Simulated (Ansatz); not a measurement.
C$_{2}$H$_{3}$BOSe (`C=C1[Se]B1O`) at its PBE0-D4/def2-TZVP geometry, where that method's forces vanish. Total charge 0; spin multiplicity 1.

```
atom   x (Å)   y (Å)   z (Å)
  C1   1.190   0.896   0.547
  C2   0.271  -0.035   0.360
 Se3  -0.278  -1.674   1.311
  B4  -0.858  -0.764  -0.278
  O5  -1.762  -0.870  -1.258
  H6   1.273   1.716  -0.161
  H7   1.880   0.888   1.382
  H8  -1.717  -0.158  -1.903
```

Task: For each bond, give half the difference of the two atoms' forces along it (eV/Å; positive pushes the atoms apart) under PBE-D4, r2SCAN-D4, B3LYP-D4, ωB97M-V in def2-TZVPP. (Estimate.)

Result: Ansatz gave: 
```json
{"bond": "C1–C2", "length (Å)": "1.322", "PBE-D4": "0.37", "r2SCAN-D4": "0.21", "B3LYP-D4": "0.05", "ωB97M-V": "-0.15"}
{"bond": "C1–H6", "length (Å)": "1.086", "PBE-D4": "0.03", "r2SCAN-D4": "-0.03", "B3LYP-D4": "-0.07", "ωB97M-V": "-0.05"}
{"bond": "C1–H7", "length (Å)": "1.084", "PBE-D4": "-0.01", "r2SCAN-D4": "-0.10", "B3LYP-D4": "-0.06", "ωB97M-V": "-0.03"}
{"bond": "C2–Se3", "length (Å)": "1.972", "PBE-D4": "0.23", "r2SCAN-D4": "0.18", "B3LYP-D4": "0.33", "ωB97M-V": "0.10"}
{"bond": "C2–B4", "length (Å)": "1.488", "PBE-D4": "-0.37", "r2SCAN-D4": "-0.27", "B3LYP-D4": "-0.13", "ωB97M-V": "0.14"}
{"bond": "Se3–B4", "length (Å)": "1.921", "PBE-D4": "0.18", "r2SCAN-D4": "0.07", "B3LYP-D4": "0.20", "ωB97M-V": "0.00"}
{"bond": "B4–O5", "length (Å)": "1.337", "PBE-D4": "0.35", "r2SCAN-D4": "0.21", "B3LYP-D4": "0.13", "ωB97M-V": "0.09"}
{"bond": "O5–H8", "length (Å)": "0.962", "PBE-D4": "0.34", "r2SCAN-D4": "0.00", "B3LYP-D4": "-0.02", "ωB97M-V": "-0.09"}
```

B3LYP here is the variant with VWN-RPA as its local correlation; programs differ in this.
